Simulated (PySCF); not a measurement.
Excitation energy of Zr²⁺ by level of theory

Zr²⁺ [Kr] 4d2 (3F) → Zr²⁺ [Kr] 4d1 5s1 (3D), as a difference of total energies. All numbers are calculated (PySCF 2.14, scalar relativity through the core potential, in aug-cc-pVTZ-PP with ECP28MDF). Correlated levels: valence: 4s2 4p6 frozen. The calculations carry no spin-orbit coupling.

| method | excitation energy (eV) |
| --- | --- |
| UHF | 2.319 |
| MP2 (valence) | 2.293 |
| SCS-MP2 (valence) | 2.310 |
| CCSD (valence) | 2.280 |

Task: How much does correlation contribute at MP2 (valence)?

Result: 2.293 − (2.319) = -0.026 eV, measured against UHF.

With two correlated electrons CCSD is exact in that space.
